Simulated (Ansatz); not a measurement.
FeF₃. Total charge 0; sextet. Geometry relaxed at PBE0-D4/def2-TZVP.

Cartesian coordinates in Å:
```
Fe 0.000 0.000 0.000
F -0.228 1.635 -0.578
F -0.038 -0.334 1.717
F 0.266 -1.301 -1.139
```

(1) Estimate the harmonic wavenumbers at UKS PBE0-D4/def2-TZVP (Ansatz, unscaled). Is this a minimum?

Answers

(1) 137, 154, 154, 659, 742, 742 cm⁻¹. Yes, no mode is imaginary beyond noise. Zero-point energy 15.5 kJ/mol. Hardware: 2 threads of Arm Neoverse V2 on a shared host. Wall time 69 s.
